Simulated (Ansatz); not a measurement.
**Interaction energy ladder**

The pair of Ag⁺ (SMILES [Ag+], atom 1) and CO (SMILES [C-]#[O+], atoms 2–3), both closed shells, in one local arrangement (a lower one may exist), relaxed at PBE0-D4/def2-TZVP:

```xyz
3
angstrom
Ag -0.2570 0.0532 -1.7717
C 0.0486 -0.0100 0.3358
O 0.2084 -0.0431 1.4358
```

Ansatz 0.2.0; basis: def2-TZVPPD, with def2-QZVPPD for the basis limit; cores frozen in the correlated methods. Filled d shells of the heavier atoms are correlated. Core potentials replace the inner electrons of the atoms past krypton. B3LYP uses VWN-RPA correlation. Extrapolation: Hartree–Fock as exp(−7.88 √X), correlation as X^−2.97. Interaction energies count from these two fragments, frozen as in the pair, with the counterpoise correction; negative means bound.

What is the interaction energy by CCSD(T) at an estimated basis limit (MP2 extrapolated from triple and quadruple zeta, plus CCSD(T) − MP2 in triple zeta)? (An estimate is asked for; the value comes from the calculation.)

Computed: -25.25 kcal/mol. Hartree–Fock alone gives -6.73 kcal/mol at the basis limit. It counts from the two fragments frozen as in the pair.

The same quantity by other methods in triple zeta, and each one's difference from that estimate:
| method | E_int (kcal/mol) | difference |
| --- | --- | --- |
| PBE-D4 | -33.74 | -8.49 |
| revPBE-D4 | -30.10 | -4.85 |
| BLYP-D4 | -31.40 | -6.15 |
| r2SCAN-D4 | -31.90 | -6.66 |
| B97M-V | -27.85 | -2.60 |
| PBE0-D4 | -27.68 | -2.43 |
| B3LYP-D4 | -27.30 | -2.05 |
| HSE06-D4 | -27.66 | -2.41 |
| wB97X-V | -24.67 | 0.57 |
| wB97M-V | -23.81 | 1.44 |
| B2PLYP | -25.53 | -0.28 |
| HF | -6.58 | 18.67 |
| MP2 | -26.02 | -0.78 |
| CCSD | -20.12 | 5.13 |
| CCSD(T) | -22.41 | 2.84 |
Differences are method less estimate.

Which atoms make the shortest contact between the fragments?

Ag1 and C2, 2.13 Å apart.

Energy to bend the free fragments (PBE0-D4 minima) into their shapes in the pair, CCSD(T)/def2-TZVPPD: CO 0.55 kcal/mol. This must be added to the interaction energy to get the binding energy from relaxed fragments.

Basis-set superposition shift (counterpoise-corrected less uncorrected): CCSD(T) 2.20; MP2 2.10; HF 0.06; PBE0-D4 0.08; wB97M-V 0.09 kcal/mol.

The T1 diagnostic stays at or below 0.020.

For scale, one of the runs: CCSD(T)/def2-TZVPPD, 133 basis functions, launched by `ansatz run in.yaml --threads 2 --pin off --events-out ev --progress --plain --max-ram 5222MiB`. The run took 8.5 s on 2 CPU threads of an Intel Xeon Platinum 8488C (shared host), with 0.65 GiB of host memory at its peak.
